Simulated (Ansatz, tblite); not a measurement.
Forces on (BeO)4 cube (Be₄O₄) at its B3LYP-D4/def2-SVP geometry. The state is a singlet with charge 0.

The xTB rows come from tblite.

GFN1-xTB (tblite), largest force 0.22 eV/Å:

```xyz
8
positions Å, forces eV/Å
Be   -0.730   -1.037   -0.085    0.099    0.141    0.012
O     0.089   -0.568   -1.407    0.013   -0.083   -0.206
Be    1.206   -0.309   -0.257   -0.164    0.042    0.035
O     0.480   -1.041    0.998    0.070   -0.153    0.146
Be   -0.075    0.475    1.176    0.010   -0.065   -0.160
O    -1.443    0.369    0.307   -0.212    0.054    0.045
Be   -0.401    0.870   -0.834    0.054   -0.118    0.114
O     0.873    1.240    0.102    0.128    0.182    0.015
```

GFN2-xTB (tblite), largest force 0.59 eV/Å:

```
Be 0.341 0.484 0.040
O -0.021 0.135 0.334
Be -0.563 0.144 0.120
O -0.114 0.247 -0.237
Be 0.035 -0.222 -0.549
O 0.342 -0.088 -0.073
Be 0.187 -0.407 0.390
O -0.207 -0.294 -0.024
```

r2SCAN-D4/def2-TZVP (Ansatz), largest force 1.68 eV/Å:

```
Be 0.965 1.370 0.113
O -0.021 0.132 0.327
Be -1.593 0.408 0.339
O -0.112 0.242 -0.232
Be 0.099 -0.627 -1.554
O 0.335 -0.086 -0.071
Be 0.530 -1.150 1.103
O -0.203 -0.288 -0.024
```
